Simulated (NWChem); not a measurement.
System: CdH$_{2}$SO; SMILES [OH][Cd][SH]

```xyz
5

Cd    -0.4514     0.1459     0.0207
O     -0.7507     2.0620     0.3523
H     -0.3795     2.6054    -0.3523
S     -0.1905    -2.1462    -0.3186
H      1.0097    -2.1898     0.3031
```
Atoms are numbered in this order, from 1.

Computed with NWChem. STO-3G and 3-21G are far too small for this property and stand as cheap habits. All runs use the structure optimised with PBE0/def2-SVP. def2 effective core potentials on Cd; no spin-orbit coupling. Field at 589 nm.

```json
[
 {"level": "B3LYP/STO-3G (all-electron, non-relativistic)", "isotropic polarisability (bohr³)": "(withheld)", "anisotropy (bohr³)": "(withheld)"},
 {"level": "B3LYP/def2-SVP (core potentials)", "isotropic polarisability (bohr³)": "49.4", "anisotropy (bohr³)": "38.8"},
 {"level": "B3LYP/def2-SVPD (core potentials)", "isotropic polarisability (bohr³)": "62.5", "anisotropy (bohr³)": "42.2"}
]
```

Task: What belongs in the gaps?

Result: 
- B3LYP/STO-3G (all-electron, non-relativistic), isotropic polarisability (bohr³): 29.7
- B3LYP/STO-3G (all-electron, non-relativistic), anisotropy (bohr³): 30.0
